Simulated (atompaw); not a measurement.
Pt (Z = 78): one change to a PAW (atompaw) potential, before and after

* Element: Pt
* Generator: atompaw 4.2.0.5
* Type: PAW
* Functional: PBE
* Relativity: scalar-relativistic
* Frozen core: [Kr] 4d10 4f14 5s2
* Valence charge: 16
* Reference configuration: 5p6 5d8.5 6s0 6p0 (charge +1.5)
* Partial waves: 6s (bound, empty): rc 2.40 bohr; 6s channel at 0.8 Ry: rc 2.40 bohr; 5p (bound): rc 1.35 bohr; 6p (bound, empty): rc 2.05 bohr; 5d (bound): rc 1.40 bohr; 5d channel at 1.25 Ry: rc 2.40 bohr
* Local potential: troulliermartins scheme with l = 3 at 1 Ry, radius 2.15 bohr
* Core correction: smooth core density matched at 1.85 bohr
* Augmentation charge: sinc compensation charge, radius 2.20 bohr; PAW radius 2.40 bohr; waves and projectors: custom rrkj gramschmidtortho

Change: waves 6s (bound); 6s channel at 0.8 Ry; 5p (bound); 6p (bound); 5d (bound); 5d channel at 1.25 Ry; augmentation sinc compensation charge, radius 2.20 bohr; PAW radius 2.40 bohr; waves and projectors: bloechl.

Cutoffs: the cutoffs (Ry, on a coarse ladder) from which the occupation-weighted sum of valence levels, in a spherical-Bessel basis at the reference potential, stays within 10 and 1 mRy of its value at 400 Ry; they do not see the model core or the augmentation charge, which bear on the density cutoff.

Question: What does the change do?

Answer: The potential gets softer (55 Ry and 100 Ry → 40 Ry and 60 Ry); both files keep a bound ghost (s); the range in which the p phases agree widens (upper end 0.6 → at the end of the scan); the range in which the d phases agree widens (upper end 1.9 → at the end of the scan).

| quantity | base | changed |
| --- | --- | --- |
| cutoff, loose | 55 Ry | 40 Ry |
| cutoff, tight | 100 Ry | 60 Ry |
| loose cutoff by channel (10 mRy a level) | p 35 Ry, d 40 Ry | p 30 Ry, d 35 Ry |
| bound ghosts | s | s |
| s: phases at 2.40 bohr within 0.05 rad from the reference energy up to (Ry; the scan ends near 5) | n/a | n/a |
| p: phases at 2.40 bohr within 0.05 rad from the reference energy up to (Ry; the scan ends near 5) | 0.6 | to the end of the scan |
| d: phases at 2.40 bohr within 0.05 rad from the reference energy up to (Ry; the scan ends near 5) | 1.9 | to the end of the scan |
| lowest overlap eigenvalue by channel | s 0.39, p 0.49, d 0.52 | s 0.02, p 0.80, d 0.99 |

 A true bound ghost makes a file unfit for plane-wave use even where its test errors are small: the radial tests pick states by their node count and pass the ghost by. The cutoffs see the waves, projectors and local potential, not the compensation charge or the core.
